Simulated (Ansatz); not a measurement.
Species: SnHF, charge 0, singlet. SnHF (SMILES [SnH][F]).
B3LYP-D3(BJ)/def2-TZVP minimum from Ansatz (a program for electronic structure):
```xyz
3

Sn    -0.0970    -0.1732     0.2167
H     -1.0126    -1.0871    -1.0253
F      0.6513     1.0832    -1.0899
```

Total energies in def2-TZVPP, 12 correlated electrons, 10 frozen orbitals. UHF or UKS for unpaired electrons; spin-orbit terms are left out. Cores are frozen in correlated methods (noble-gas shells, and filled d and f shells in the p block). Past Kr the def2 sets carry scalar-relativistic core potentials. Spin-orbit terms, left out, reach several kcal/mol for Br and I, and more for heavier atoms.

| method | program | energy (Eh) | minus CCSDT(Q) (mEh) |
|---|---|---|---|
| HF | Ansatz | -313.43525 | 366.94 |
| MP2 | Ansatz | -313.77769 | 24.50 |
| CCSD | Ansatz | -313.79057 | 11.62 |
| CCSD(T) | Ansatz | -313.80120 | 0.99 |
| CCSDT(Q) | Ansatz | -313.80219 | 0.00 |

Rough core times of Ansatz's runs on a shared machine: CCSD(T) under 20 s, CCSDT(Q) 3 min.
